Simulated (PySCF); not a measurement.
Isomers of C5H8OSi. Method: PBE0-D3(BJ)/def2-SVP geometry optimisation, gas phase in PySCF. Energies are electronic, without zero-point or thermal terms, for one conformer each. No frequencies were run at this level. Point groups hold within 0.08 Å.

Question: Order them by energy at this level, lowest first, and give relative energies in kcal/mol.
A. `[SiH3:1][CH2:2][c:3]1[cH:4][cH:5][o:6][cH:7]1` with Si1–C2–C3–C4 74°
B. `[SiH3:1][O:2][C:3]1=[CH:4][CH:5]=[CH:6][CH2:7]1` with Si1–O2–C3–C4 180°
C. `[CH2:1]=[CH:2][O:3][SiH2:4][C:5]#[C:6][CH3:7]` with C1–C2–O3–Si4 7°, C2–O3–Si4–C5 -65°
D. `[CH:1]#[C:2][Si@H:3]1[CH2:4][CH2:5][CH2:6][O:7]1` with C2–Si3–C4–C5 133°, Si3–C4–C5–C6 -33°, C4–C5–C6–O7 42°, C5–C6–O7–Si3 -29°

Answer: B (0.0), A (6.5), D (8.0), C (23.8).

As drawn, the highest has a C≡C bond and an Si–C bond, which the lowest lacks. Neighbours under 2.5 kcal/mol apart ([SiH3]Cc1ccoc1 and C#C[Si@H]1CCCO1) can change places with a better method, another conformer or zero-point energy.

| SMILES | E (Eh) | E rel (kcal/mol) | dipole (D) | point group | A, B, C (MHz) |
| --- | --- | --- | --- | --- | --- |
| [SiH3]OC1=CC=CC1 | -559.33247 | 0.0 | 1.48 | Cs | 6599, 1281, 1094 |
| [SiH3]Cc1ccoc1 | -559.32216 | 6.5 | 0.71 | C1 | 5687, 1213, 1130 |
| C#C[Si@H]1CCCO1 | -559.31974 | 8.0 | 1.80 | C1 | 4620, 1477, 1330 |
| C=CO[SiH2]C#CC | -559.29454 | 23.8 | 2.24 | C1 | 3569, 1141, 928.5 |

How do the relative energies change in single points at PBE0/pcSseg-1 (no added dispersion term) on the same geometries?

```tsv
SMILES	PBE0-D3(BJ)/def2-SVP (kcal/mol)	PBE0/pcSseg-1 (kcal/mol)	shift
[SiH3]OC1=CC=CC1	0.0	0.0	0.0
[SiH3]Cc1ccoc1	6.5	6.5	0.0
C#C[Si@H]1CCCO1	8.0	3.5	-4.5
C=CO[SiH2]C#CC	23.8	19.0	-4.8
```

Each column counts from its own lowest isomer. The lowest isomer stays, but the order above it changes; the largest shift is 4.8 kcal/mol.
